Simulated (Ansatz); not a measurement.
Program: Ansatz. Geometries: PBE0-D4/def2-TZVP. ΔE: electronic, gas phase. CCSD(T)/CBS adds triple-zeta CCSD(T) − MP2 to the extrapolated MP2 energy (def2 sets, frozen cores). This one scheme is used for every species. DFT in def2-TZVPP. def2 core potentials past Kr. For Sn outer-core shells are correlated without core-valence functions, which leaves a few kJ/mol of doubt a bond. One conformer a species, not always the lowest.

Consider the formal exchange of groups at the Si–Si bond: `N[SiH]([SiH3])[SiH3]` + `[SnH4]` → `N[SiH]([SiH3])[SnH3]` + SiH₄.

| species | B97M-V energy (Eh) |
| --- | --- |
| `N[SiH]([SiH3])[SiH3]` | -928.47933 |
| `[SnH4]` | -216.67476 |
| `N[SiH]([SiH3])[SnH3]` | -853.34737 |
| SiH₄ | -291.81115 |

**Question.** Work out ΔE.

**Answer.** ΔE = (-853.34737) + (-291.81115) − (-928.47933) − (-216.67476) = -0.00443 Eh = -0.12 eV. CCSD(T)/CBS gives -0.32 eV.

Largest T1 diagnostic among the species: 0.013.

Leaving LDA and LC-ωPBE aside and taking each functional with its dispersion term where it has one, the values, not all of them listed here, spread over 0.16 eV, from BHLYP-D4 to B97M-V. At CCSD(T), def2-SVP lies +0.07 eV from the extrapolated value and def2-TZVPP +0.06 eV.
